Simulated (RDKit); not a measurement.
Input for RDKit: UFF on HCl (SMILES Cl).

```python
from rdkit import Chem
from rdkit.Chem import AllChem, rdDetermineBonds

blocks = [
'''2

Cl    0.18137012    0.42715245   -0.08155604
H    -0.08917065   -0.45574490    0.81766539
''',
]
mol = None
for b in blocks:
    f = Chem.MolFromXYZBlock(b)
    rdDetermineBonds.DetermineBonds(f, charge=0)
    mol = f if mol is None else Chem.CombineMols(mol, f)
Chem.SanitizeMol(mol)
print(Chem.MolToSmiles(Chem.RemoveHs(mol)))
ff = AllChem.UFFGetMoleculeForceField(mol, vdwThresh=100.0, ignoreInterfragInteractions=False)
e = ff.CalcEnergy()
print(f'UFF energy {e:.6f} kcal/mol')
```

Output:

```
Cl
UFF energy 1.604233 kcal/mol
```

The run finished.

Cost: around 0.03 core-seconds (rough).
